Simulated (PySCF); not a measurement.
Compound: C6H8ClO2 (doublet state).
Z-matrix (Å and degrees, GFN2-xTB geometry), rows numbered from 1:
```
O 
C   1  1.2274
C   2  1.5170  1  121.85
C   3  1.5249  2  110.97  1   157.30
O   4  1.4122  3  110.60  2    56.13
C   5  1.3988  4  112.54  3   -64.98
C   2  1.4361  1  122.48  3  -178.37
C   7  1.4725  2  118.82  1    -5.65
Cl  8  1.8169  7  110.01  2  -108.95
H   3  1.0937  2  107.34  1   -83.06
H   3  1.0899  2  109.32  1    33.89
H   4  1.0915  3  111.25  2   173.30
H   4  1.1001  3  110.13  2   -65.59
H   6  1.1098  5  109.84  4   -82.35
H   6  1.0980  5  106.16  4   163.30
H   8  1.0901  7  110.29  2     8.35
H   8  1.0903  7  113.02  2   133.95
```

The hyperfine couplings belong to this conformer and change with its torsions.

Identity: `O=C1CCOC[C]1CCl` [radical].

Theory: PySCF, UKS B3LYP, pcH-1 on C Cl H O, non-relativistic, mean-field spin-orbit, GIAO. The structure is a single GFN2-xTB conformer in the gas phase; no vibrational or solvent corrections. The geometry wasn't refined by DFT: couplings that depend on bond lengths, twists or pyramidal angles can differ widely from those at the functional's own minimum. Stability of the SCF solution: not tested.

Give the principal g shifts and their parts.

```tsv
Δg (ppm)	1	2	3
relativistic mass correction	-202	-202	-202
gauge correction	-9	27	26
orbital Zeeman/spin–orbit	462	4011	4799
total	251	3836	4624
```

So g = 2.00257, 2.00616, 2.00694 and g_iso = 2.00522; the tensor is rhombic: the two nearest values differ by 18 % of g3 − g1. Axes: g2 points within 15° of the C6–C7 bond.

At 9.31 GHz, how far is the centre of the isotropic spectrum from where a free electron (g = 2.002319) resonates?

B = hν/(g μB) with μB/h = 13.99624 MHz/mT gives 332.20 mT for the free electron and 331.72 mT at g_iso, 0.48 mT lower.

What are the electron Larmor frequencies g μB B/h along the three axes at 1200 mT?

33.6342, 33.6944, 33.7076 GHz for g1, g2 and g3, a range of 73.4 MHz.

Average each term over the three axes. Which is largest in size?

The orbital-Zeeman/spin–orbit term 3091, the mass correction -202 and the gauge correction 15 ppm, for a total of 2904 ppm. The orbital-Zeeman/spin–orbit term is the largest in size. The mass correction is the same along every axis, so the anisotropy comes from the other two: their spans along these axes are 36 (gauge) and 4338 ppm (orbital Zeeman/spin–orbit).

In a frozen sample, at which fields do the three g values resonate at 9.5, 34, 94 and 263 GHz (hyperfine left aside), and which band first spreads them over more than twice a line width of 0.5 mT?

| band | GHz | B(g3) mT | B(g2) mT | B(g1) mT | spread mT |
| --- | --- | --- | --- | --- | --- |
| X | 9.5 | 338.20 | 338.34 | 338.94 | 0.74 |
| Q | 34.0 | 1210.41 | 1210.88 | 1213.05 | 2.64 |
| W | 94.0 | 3346.43 | 3347.74 | 3353.73 | 7.31 |
| J | 263.0 | 9362.87 | 9366.55 | 9383.32 | 20.44 |

The spread grows in proportion to the frequency. Q band is the first where it exceeds 1.0 mT.

The Mulliken spin populations are largest on C7 (+0.76), O1 (+0.29), C2 (-0.11) and Cl9 (+0.06). The angles at C7 add up to 359.8°, so it is planar.

The HOMO–LUMO gaps are 6.31 eV among the α and 3.37 eV among the β orbitals.
